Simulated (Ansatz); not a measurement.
Consider the redistribution: `N[SiH2]C=O` + `[F][Zn][CH2]Cl` → `N[SiH](C=O)CCl` + `[F][ZnH]`.

Gas-phase electronic energies from Ansatz, PBE0-D4/def2-TZVP geometries. CCSD(T)/CBS adds triple-zeta CCSD(T) − MP2 to the extrapolated MP2 energy (def2 sets, frozen cores). DFT in def2-TZVPP. B3LYP here is the variant with VWN-RPA as its local correlation; programs differ in this. For Zn outer-core shells are correlated without core-valence functions, which leaves a few kJ/mol of doubt a bond. Scalar relativity is left out up to krypton. One conformer a species, not always the lowest.

Problem. Is it downhill or uphill in electronic energy at CCSD(T)/CBS, and by how much? (An estimate is asked.)

Solution. The calculation gave: Downhill: ΔE = -25.2 kJ/mol.

Problem. What do these levels give: r2SCAN-D4, PBE0-D4, B3LYP-D4, ωB97X-V, ωB97M-V, B2PLYP, PBE, HF/def2-TZVPP, SCS-MP2/def2-TZVPP, CCSD/def2-TZVPP, CCSD(T)/def2-TZVPP, MP2/CBS(def2)? (An estimate is asked.)

Solution. The calculation gave: r2SCAN-D4 -28.9, PBE0-D4 -29.5, B3LYP-D4 -29.1, ωB97X-V -29.4, ωB97M-V -31.9, B2PLYP -23.8, PBE -21.7, HF/def2-TZVPP -25.9, SCS-MP2/def2-TZVPP -25.7, CCSD/def2-TZVPP -27.8, CCSD(T)/def2-TZVPP -28.6, MP2/CBS(def2) -23.6 kJ/mol.

Largest T1 diagnostic among the species: 0.018.

The D4 term adds −8.4 kJ/mol with B3LYP and −4.9 kJ/mol with PBE0; it sums over pairs of atoms, weighted by their polarisabilities, and B3LYP, whose exchange is more repulsive, gets the larger term.
